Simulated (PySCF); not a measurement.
## NMR parameters from quadrupole coupling constants

C6H12SSi.
Numbering: `[CH2:1]=[C:2]([CH3:3])[C@@H:4]1[SiH2:5][C@H:6]1[S:7][CH3:8]` (hydrogens: H9, H10 on C1; H11, H12, H13 on C3; H14 on C4; H15, H16 on Si5; H17 on C6; H18, H19, H20 on C8)

Cartesian coordinates in Å at the GFN2-xTB level; atoms count from 1:
```
atom  x, y, z in Å
C1    -2.1307   -0.1713   -0.2001
C2    -1.0681   -0.6337    0.4502
C3    -1.0071   -2.0484    0.9502
C4     0.1212    0.1795    0.7590
Si5    0.0385    1.9026    1.5734
C6     0.5292    1.3440   -0.1579
S7     2.2498    1.3687   -0.6761
C8     2.1827    0.0310   -1.9071
H9    -2.9796   -0.7989   -0.4102
H10   -2.1958    0.8443   -0.5509
H11   -0.8378   -2.0553    2.0268
H12   -1.9303   -2.5805    0.7361
H13   -0.1807   -2.5830    0.4811
H14    0.9695   -0.4240    1.0701
H15    1.0923    2.2662    2.4978
H16   -1.2748    2.5028    1.7003
H17   -0.1196    1.5357   -1.0042
H18    1.5587    0.3397   -2.7416
H19    3.1989   -0.1453   -2.2433
H20    1.7786   -0.8634   -1.4416
```

Computed at PBE0/pcSseg-1 (PySCF, non-relativistic):

```json
{"atom": "S7", "environment": "sulfide sulfur", "nucleus": "33S", "spin I": "3/2", "Q (b)": "-0.0678", "CQ = χzz (MHz)": "50.041", "η": "0.628"}
```

Problem. At 28.2 T, set νQ = 3|CQ|/[2I(2I − 1)] beside the Larmor frequency (|g| × 7.62259 MHz/T × B; g(33S) = 0.42921), and give PQ = |CQ|√(1 + η²/3).

Solution. 
```csv
atom,PQ (MHz),νQ (MHz),ν0 (MHz),νQ/ν0
S7,53.23,25.02,92.26,0.271
```

For S7: PQ = 50.04 × 1.0636, νQ = 50.04 × 0.5000, ν0 = 3.2717 MHz/T × 28.2 T.

Problem. Quadrupolar 1/T1 and linewidth for τc = 15 ps (extreme narrowing, isotropic tumbling)?

Solution. 1/T1 = 1/T2 = (3π²/10)(2I + 3)/[I²(2I − 1)] × PQ² × τc; the width is 1/(πT2).

```
     site  spin factor (2I + 3)/[I²(2I − 1)]  1/T1 (s⁻¹)  T1 (ms)  linewidth (Hz)
33S at S7                              1.333      168000  0.00596           53400
```

One conformer (not necessarily the lowest) at the GFN2-xTB geometry, without solvent, vibrations or thermal averaging. GFN2-xTB bond lengths can be off by several hundredths of an ångström, more for odd bonds, and the gradients follow them. With a basis this small, the couplings can be 20 % off.
